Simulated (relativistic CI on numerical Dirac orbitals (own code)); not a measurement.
## Zr¹⁹⁺: sensitivity of the levels to the model

Base calculation: Dirac-Coulomb-Breit CI, orbitals from a KLI potential per configuration, QED by a radiative potential, unscaled Slater integrals.

Configurations in the expansion (outside the closed core [Ne]): 3s2 3p6 3d3, 3s2 3p5 3d4, 3s 3p6 3d4, 3s2 3p6 3d2 4s, 3s2 3p6 3d2 4p, 3s2 3p6 3d2 4d, 3s2 3p6 3d2 4f, 3s2 3p5 3d3 4s, 3s2 3p5 3d3 4p, 3s2 3p6 3d 4s 4p, 3s2 3p6 3d2 5s, 3p6 3d5, 3p5 3d6, 3s2 3p6 3d 4s2, 3s2 3p6 4s2 4p, 3s2 3p6 4s2 4d, 3s2 3p6 4s2 4f, 3s2 3p6 3d 4p2, 3s2 3p6 4s 4p2, 3s2 3p6 4p3, 3s2 3p6 4p2 4d, 3s2 3p6 4p2 4f. Double excitations out of closed p, d and f shells are left out; levels of such configurations are missing from the list, as are those of other unlisted configurations, and high levels can miss mixing partners. These lack a partner that the ground configuration has and come out too high: 3s2 3p5 3d3 4s, 3s2 3p5 3d3 4p.

The lowest level and the first level of each name with at least 55 % of one term (blank where a level has no safe partner in the second run):

```tsv
Level	Base (cm⁻¹)	Shift (cm⁻¹)
3s2 3p6 3d3 4F_3/2	0	0
3s2 3p6 3d3 4F_5/2	11827	+908
3s2 3p6 3d3 4F_7/2	23901	+1958
3s2 3p6 3d3 4F_9/2	34884	+2898
3s2 3p6 3d3 4P_3/2	56663	+287
3s2 3p6 3d3 4P_1/2	60669	+802
3s2 3p6 3d3 2G_7/2	71747	+1874
3s2 3p6 3d3 4P_5/2	77792	+1711
3s2 3p6 3d3 2P_1/2	95557	+1691
3s2 3p6 3d3 2H_11/2	102732	+3466
3s2 3p6 3d3 2D_5/2	109189	+2334
3s2 3p6 3d3 2P_3/2	122941	+2790
3s2 3p6 3d3 2F_7/2	145460	+2378
3s2 3p6 3d3 2F_5/2	147730	+1404
3s2 3p5 3d4 6D°_7/2	903851	+4298
3s2 3p5 3d4 6D°_5/2	904524	+3624
3s2 3p5 3d4 6D°_9/2	907894	+5183
3s2 3p5 3d4 6D°_3/2	909542	+3233
3s2 3p5 3d4 6D°_1/2	919522	+3504
3s2 3p5 3d4 6F°_11/2	956528	+5665
3s2 3p5 3d4 6F°_9/2	974504	+5251
3s2 3p5 3d4 4D°_1/2	985578	+3563
```

At this charge energies of transitions that change n are usually good to better than 1 %, and those within a shell (Δn = 0) to a few per cent. Terms inside the open d or f shell come out 10 to 20 % too wide with unscaled integrals.

One thing was changed in a second run, which moved the levels as shown. Which?
A. only the first 3 configurations
B. P86 correlation estimate
C. configuration mixing switched off
D. QED terms removed
E. Breit term removed

E. Breit term removed. The Breit term mainly narrows fine-structure intervals, so removing it widens them.

LS names give the leading component of a level, which can be under half, so a name can repeat, a term be missing and a line seem to break the LS rules.
